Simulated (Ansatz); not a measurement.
A search over several starts for the lowest SCF solution of B₂Mo₂ at the given spin, in a small basis.

```yaml
crystal:
  periodic: [false, false, false]
  atoms:
    - {symbol: Mo, position_ang: [-1.083175, -0.483087, -0.560947]}
    - {symbol: Mo, position_ang: [-0.184941, 0.306609, 1.262148]}
    - {symbol: B, position_ang: [0.383966, 0.928584, -0.591390]}
    - {symbol: B, position_ang: [0.884150, -0.752105, -0.109812]}
basis:
  gaussian: {orbitals: def2-SVP, initial_orbitals: start.molden}
magnetization: {spin_polarized: true, initial_magnetization: 2}
hamiltonian: {xc: pbe0, dispersion: d4}
output: {orbitals: {seedname: orbitals}}
```

The file start.molden holds the orbitals of an earlier run on this structure, at another level or in another basis.

```sh
$ ansatz run in.yaml --threads 4 --pin off --events-out ev --progress --plain --max-ram 3916MiB
```

Shortened log:

```
Functional definition: PBE0
942 factors; integrals over basis functions are off by at most 1.2e-3 eV
mean field evaluation 1: about -5053.8769 eV, gradient 6.3e0 eV
mean field evaluation 2: about -5053.9476 eV, gradient 1.3e-1 eV
mean field evaluation 4: about -5054.1095 eV, gradient 3.7e-3 eV
mean field evaluation 8: about -5042.5607 eV, gradient 4.9e1 eV
mean field evaluation 16: about -5053.9459 eV, gradient 3.1e-1 eV
mean field evaluation 32: about -5054.1095 eV, gradient 1.8e-4 eV
mean field -5054.10953914 eV, -185.7350997651 hartree, gradient 3.1e-5 eV, S^2 2.063294; 6 other end points of the search recorded, 0 dependent functions left out
reference -5054.10956991 eV, -185.7351008958 hartree; 20, 18 occupied and 70, 72 virtual orbitals, 942 factors
Total energy: -5054.26128911 eV, -185.7406764735 hartree
```

Run time 5.5 s (4 threads of Arm Neoverse V1 on a shared host).

In the def2 sets Mo takes a core potential; there is no spin–orbit coupling. At PBE0-D4/def2-TZVP a broken-symmetry singlet of charge 0 lies 0.23 eV below the triplet, each at its own geometry. The structure comes from a short search, and lower isomers may exist.
